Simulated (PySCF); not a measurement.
Si(F)(OH)2(NH2) (FH4NO2Si), SMILES N[Si](O)(O)F. Atoms are numbered in the order given.

```xyz
9

N     -1.6265    -0.4236     0.2548
Si     0.0053    -0.0121    -0.0114
O      0.2193     1.2196    -1.0913
O      0.9082    -1.2644    -0.5828
F      0.5497     0.4551     1.4457
H     -1.9193    -0.6901     1.1892
H     -2.1624    -0.9092    -0.4567
H     -0.2952     2.0193    -0.9311
H      1.7210    -1.0244    -1.0440
```

The structure is a stationary point at B3LYP-D3(BJ)/def2-SVP. This is a generated structure with no PubChem entry under its InChIKey; it may be hypothetical. Other conformers were not sampled.

The numbers are results of B3LYP-D3(BJ)/def2-SVP (PySCF 2.14.0), not measurements.

Frequencies are harmonic and unscaled.

```csv
mode,ν (cm⁻¹),IR (km/mol),moving atoms (share of kinetic energy)
1,131,5.8,"H 69 %, O 18 %"
2,198,84.8,"H 61 %, O 14 %, F 13 %, N 11 %"
3,228,28.0,"H 50 %, O 29 %, F 10 %, N 10 %"
4,295,18.8,"H 57 %, F 15 %, N 13 %, Si 11 %"
5,337,50.0,"H 50 %, O 19 %, F 14 %, Si 12 %"
6,349,25.5,"F 27 %, O 26 %, H 24 %, Si 17 %"
7,360,62.3,"O 43 %, H 40 %, Si 9 %"
8,382,113.9,"O 35 %, H 32 %, F 13 %, Si 11 %, N 9 %"
9,409,197.3,"H 48 %, N 34 %, O 12 %"
10,756,3.2,"O 45 %, F 26 %, N 24 %"
11,801,12.5,"H 66 %, N 14 %, O 11 %"
12,819,106.8,"H 81 %, O 12 %"
13,825,189.9,"H 68 %, O 26 %"
14,946,214.7,"Si 47 %, F 24 %, N 15 %, H 13 %"
15,968,199.1,"Si 47 %, O 39 %, H 12 %"
16,1002,249.9,"Si 50 %, O 21 %, H 16 %, N 9 %"
17,1538,64.6,"H 88 %, N 11 %"
18,3583,34.2,H 96 %
19,3676,39.6,"H 91 %, N 9 %"
20,3871,89.1,H 94 %
21,3878,84.4,H 94 %
```
